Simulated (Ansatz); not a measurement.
Question: Predict a relaxed structure of Al₆N₆, charge 0, singlet, at PBE-D4/def2-SVP (Ansatz).

Answer: 
Cartesian coordinates in Å:
```
Al -1.806 -0.014 0.822
Al 1.751 -0.171 -1.005
Al -0.420 -1.211 -1.497
Al 0.861 -0.984 1.206
Al 0.417 1.731 0.874
Al -0.693 1.329 -1.529
N 0.963 -1.828 -0.433
N -1.860 -0.119 -0.972
N -0.678 -0.574 2.180
N 0.546 0.212 -2.348
N -0.910 1.054 2.015
N 1.827 0.577 0.686
```
 This is one stationary point.

The restricted singlet is unstable towards broken spin symmetry in Hartree–Fock (as tested in another run); at PBE-D4/def2-SVP this wasn't settled. The structure comes from a short search, and lower isomers may exist.
